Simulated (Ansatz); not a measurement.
A structure relaxed at PBE0-D4/def2-TZVP, charge 0, multiplicity 1:

Cartesian coordinates in Å:
```
O 1.357 0.590 0.772
C 0.409 0.453 -0.221
Si -1.109 -0.539 0.138
S 0.385 -1.183 -1.172
H 2.224 0.703 0.368
H 0.367 1.280 -0.929
H -1.217 -1.176 1.467
H -2.416 -0.127 -0.422
```

Q: Give its formula and SMILES.

A: CH4OSSi, `OC1[SiH2]S1`.

Q: Summarise the bond lengths by kind.

A: 1 × C–O 1.380 Å; 1 × H–O 0.963 Å; 1 × C–Si 1.849 Å; 1 × C–S 1.893 Å; 1 × C–H 1.089 Å; 1 × S–Si 2.088 Å; 2 × H–Si 1.478 to 1.480 Å.

Computed with Ansatz.
